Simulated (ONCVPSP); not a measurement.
# u(r) = r·R(r): atom against pseudo-atom (Tm (Z = 69))

Columns: radius, all-electron u(r) and pseudo u(r) of the 5s shell (level -52.96 eV) of thulium in the configuration [Kr] 4d10 4f13 5s2 5p6 5d1 6s1; PBE, scalar-relativistic, ONCV scheme, ONCVPSP 4.0.1.

```
r (bohr)  all-electron  pseudo
   0.188        0.3399  0.2545
   0.375       -0.5495  0.4895
   0.562       -0.1176  0.6881
   0.750        0.6039  0.8331
   0.938        0.9863  0.9100
   1.125        1.0598  0.9147
   1.312        0.9659  0.8550
   1.500        0.8064  0.7479
   1.688        0.6390  0.6172
   1.875        0.4904  0.4854
   2.062        0.3680  0.3676
   2.250        0.2713  0.2712
   2.438        0.1977  0.1977
   2.625        0.1431  0.1431
   2.812        0.1029  0.1029
   3.000        0.0735  0.0735
   3.188        0.0523  0.0523
   3.375        0.0372  0.0372
   3.562        0.0263  0.0263
   3.750        0.0186  0.0186
   3.938        0.0131  0.0131
   4.125        0.0092  0.0092
   4.312        0.0065  0.0065
   4.500        0.0046  0.0046
   4.688        0.0032  0.0032
   4.875        0.0022  0.0022
```

**Question.** How many radial nodes do the two functions have?

**Answer.** The all-electron 5s function has n − l − 1 = 4 (the table is too coarse to show those close to the nucleus); the pseudo-wave has 0, since the states of the same l below it are removed with the core.

**Question.** At about which radius was the pseudo-wave matched?

**Answer.** 2.20 bohr, where the columns begin to agree (steps of 0.19 bohr).

**Question.** Is the pseudo-wave norm-conserving?

**Answer.** Yes: the ONCV scheme keeps the norm inside the radius equal to the all-electron one, which fixes the energy derivative of the logarithmic derivative at the level.
